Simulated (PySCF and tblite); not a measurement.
The numbers below are computed, except where a source is named.
5 constitutional isomers of C₄H₇ClSSi:

| isomer | SMILES |
| --- | --- |
| A | [Cl:1][SiH2:2][S:3][CH2:4][CH:5]1[CH:6]=[CH:7]1 |
| B | [CH:1]#[C:2][C@H:3]([CH3:4])[S:5][SiH2:6][Cl:7] |
| C | [CH2:1]=[C:2]([Cl:3])[SiH2:4][C@@H:5]1[CH2:6][S:7]1 |
| D | [CH3:1][Si:2]([CH3:3])([Cl:4])[CH:5]=[C:6]=[S:7] |
| E | [CH3:1][S:2][CH2:3][C:4]#[C:5][SiH2:6][Cl:7] |

Protocol: conformer search, at most 5 conformers an isomer, GFN2-xTB geometries, energies PBE0/pcSseg-1 (D3(BJ) added where defined), GIAO shieldings PBE0/pcSseg-1, weights at 298.15 K with GFN2-xTB thermal terms. Programs: PySCF with density fitting and tblite.

What shifts does each isomer give (ppm; of two unlike H on one atom, a is the less shielded)?


A: ¹H (against TMS): 7.48 (H6/H7, 2H), 2.64 (H4, 2H), 1.81 (H5, 1H). ¹³C (against TMS): 125.5 (C6/C7), 43.5 (C4), 21.5 (C5). ²⁹Si (against TMS): -6.4 (Si2).

B: ¹H (against TMS): 3.85 (H3, 1H), 2.19 (H1, 1H), 1.69 (H4, 3H). ¹³C (against TMS): 87.9 (C2), 83.0 (C1), 33.0 (C3), 26.7 (C4). ²⁹Si (against TMS): -10.5 (Si6).

C: ¹H (against TMS): 6.33 (H1a, 1H), 6.05 (H1b, 1H), 2.76 (H6a, 1H), 2.25 (H6b, 1H), 2.04 (H5, 1H). ¹³C (against TMS): 151.2 (C2), 137.1 (C1), 26.4 (C6), 17.4 (C5). ²⁹Si (against TMS): -31.1 (Si4).

D: ¹H (against TMS): 3.84 (H5, 1H), 0.59 (H1/H3, 6H). ¹³C (against TMS): 238.8 (C6), 51.7 (C5), 5.8 (C1/C3). ²⁹Si (against TMS): 29.8 (Si2).

E: ¹H (against TMS): 3.24 (H3, 2H), 2.30 (H1, 3H). ¹³C (against TMS): 114.1 (C4), 88.5 (C5), 27.2 (C3), 19.5 (C1). ²⁹Si (against TMS): -46.2 (Si6). H not on carbon is left out.

The conformer set may be incomplete (the search or the number kept was capped). Unscaled ²⁹Si shifts at such levels can be off by tens of ppm; differences between conformers or isomers are more reliable. Shifts are unscaled: against experiment ¹³C can be off by 15 ppm or more and ¹H by 0.8 ppm. The cap on conformers cut off some of the population, so the set may be incomplete. The search found a single conformer for at least one isomer; other rotamers may be missing.
